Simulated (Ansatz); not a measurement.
Reaction (formal exchange of groups at the Si–C bond): `O[SiH](Cl)C#C[SiH](Cl)Cl` + `C[SiH](O)F` → `O[Si@H](Cl)C[Si@@H](O)F` + `C#C[SiH](Cl)Cl`

Calculated with Ansatz (gas phase, PBE0-D4/def2-TZVP geometries, no zero-point term in ΔE). CCSD(T)/CBS adds triple-zeta CCSD(T) − MP2 to the extrapolated MP2 energy (def2 sets, frozen cores). DFT in def2-TZVPP. B3LYP here is the variant with VWN-RPA as its local correlation; programs differ in this. One conformer a species, not always the lowest.

| level | ΔE (kJ/mol) | difference from CCSD(T)/CBS |
| --- | --- | --- |
| PBE-D4 | 15.6 | 0.7 |
| r2SCAN-D4 | 16.5 | 1.6 |
| PBE0-D4 | 13.8 | -1.1 |
| B3LYP-D4 | 17.1 | 2.2 |
| ωB97X-V | 11.8 | -3.1 |
| ωB97M-V | 10.3 | -4.6 |
| B2PLYP | 22.7 | 7.8 |
| PBE | 20.8 | 5.9 |
| r2SCAN | 17.5 | 2.6 |
| HF/def2-TZVPP | 26.3 | 11.4 |
| MP2/def2-TZVPP | 18.3 | 3.4 |
| SCS-MP2/def2-TZVPP | 21.2 | 6.3 |
| CCSD/def2-TZVPP | 16.5 | 1.6 |
| HF/def2-QZVPP | 26.8 | 11.9 |
| MP2/CBS(def2) | 17.3 | 2.4 |
| CCSD/CBS(def2) | 15.4 | 0.5 |
| CCSD(T)/CBS | 14.9 | 0 |

Largest T1 diagnostic among the species: 0.011.

The D4 term adds −8.6 kJ/mol with B3LYP and −4.5 kJ/mol with PBE0; it sums over pairs of atoms, weighted by their polarisabilities, and B3LYP, whose exchange is more repulsive, gets the larger term. In def2-TZVPP, CCSD(T) changes the Hartree–Fock value by −10.3 kJ/mol (the triples alone add −0.4 kJ/mol) and MP2 by −8.0 kJ/mol.
